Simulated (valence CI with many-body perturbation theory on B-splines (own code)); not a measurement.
## Level structure of Ga9+

Method: configuration interaction combined with many-body perturbation theory (CI+MBPT): four valence electrons over a frozen Dirac-Fock core [Ar], a basis of 7 s, 7 p, 8 d, 6 f, 4 g, 1 h functions for each j, with the one-electron correlation potential Σ1 (screened to all orders), the two-electron term Σ2, the three-electron term Σ3, Breit, model QED; selected single and double excitations, second order for the rest, scaled by the run's own slope (own B-spline code, finite nucleus).

No measured spectrum was set against this ion. As an estimate, terms of the open shell hold to 2 to 4 % of their energy, and close levels can change places. Excitations out of the core, of the other parity, are not computed and may begin above about 60.4 eV (a cautious bound); beyond it only levels of the ground parity were kept, without lifetimes.

Levels 46 to 72 of 72, with energies above the lowest level, 3d4 5D_0. "Leading %" is the weight of the configuration and term that name the level; weights of strongly mixed levels are sums over their largest components and can fall short. In the jj column 3d3/2^4 stands for four electrons in 3d with j = 3/2.

```
No.  Configuration  Term  J  E (eV)  Leading %      g  Second component               Leading jj
 46         3d3 4s    3G  3   95.19         99  0.751                    3d3/2 3d5/2^2 4s (52 %)
 47         3d3 4s    3G  4   95.28         93  1.043                    3d3/2^2 3d5/2 4s (53 %)
 48         3d3 4s    3G  5   95.45         89  1.186     7 % 3d3 4s 3H  3d3/2^2 3d5/2 4s (60 %)
 49         3d3 4s    3P  0   95.75         99                           3d3/2^2 3d5/2 4s (93 %)
 50         3d3 4s    3P  1   95.78         77  1.339    11 % 3d3 4s 1P  3d3/2^2 3d5/2 4s (55 %)
 51         3d3 4s    1G  4   96.00         73  0.952    25 % 3d3 4s 3H  3d3/2^2 3d5/2 4s (71 %)
 52         3d3 4s    3P  2   96.21         89  1.479     4 % 3d3 4s 1D  3d3/2 3d5/2^2 4s (51 %)
 53         3d3 4s    3P  2   96.38         54  1.362    39 % 3d3 4s 3D  3d3/2 3d5/2^2 4s (65 %)
 54         3d3 4s    3P  1   96.43         65  1.197    32 % 3d3 4s 3D  3d3/2 3d5/2^2 4s (68 %)
 55         3d3 4s    3P  0   96.60         99                           3d3/2 3d5/2^2 4s (93 %)
 56         3d3 4s    3P  1   96.72         41  1.024    38 % 3d3 4s 3D  3d3/2 3d5/2^2 4s (67 %)
 57         3d3 4s    3H  5   96.81         91  1.045     7 % 3d3 4s 3G  3d3/2 3d5/2^2 4s (67 %)
 58         3d3 4s    3H  4   96.87         72  0.858    22 % 3d3 4s 1G  3d3/2 3d5/2^2 4s (50 %)
 59         3d3 4s    3H  6   96.88         99  1.166                    3d3/2 3d5/2^2 4s (99 %)
 60         3d3 4s    3D  3   97.07         98  1.334                    3d3/2 3d5/2^2 4s (55 %)
 61         3d3 4s    3D  2   97.24         56  1.304    41 % 3d3 4s 3P        3d5/2^3 4s (66 %)
 62         3d3 4s    1H  5   97.58         96  1.003                    3d3/2 3d5/2^2 4s (81 %)
 63         3d3 4s    1P  1   97.72         69  0.969    18 % 3d3 4s 3D        3d5/2^3 4s (78 %)
 64         3d3 4s    1D  2   97.80         89  1.043     8 % 3d3 4s 3P  3d3/2 3d5/2^2 4s (42 %)
 65         3d3 4s    3F  4  100.14         99  1.249                    3d3/2 3d5/2^2 4s (75 %)
 66         3d3 4s    3F  3  100.22         98  1.082                    3d3/2 3d5/2^2 4s (64 %)
 67         3d3 4s    3F  2  100.29         99  0.668                    3d3/2 3d5/2^2 4s (52 %)
 68         3d3 4s    1F  3  100.91         98  1.001                    3d3/2 3d5/2^2 4s (62 %)
 69         3d3 4s    3D  3  105.20         98  1.331                    3d3/2^2 3d5/2 4s (49 %)
 70         3d3 4s    3D  2  105.27         98  1.163                    3d3/2 3d5/2^2 4s (51 %)
 71         3d3 4s    3D  1  105.33         99  0.498                    3d3/2 3d5/2^2 4s (87 %)
 72         3d3 4s    1D  2  105.96         98  1.000                    3d3/2 3d5/2^2 4s (50 %)
```

Names give the largest LS component (configuration and term), which can be under half, so a name can repeat, a term be missing and a line seem to break the LS rules; names also repeat where a configuration has a term twice.

Where two levels of one J and parity lie close, their mixing, g and order are uncertain.
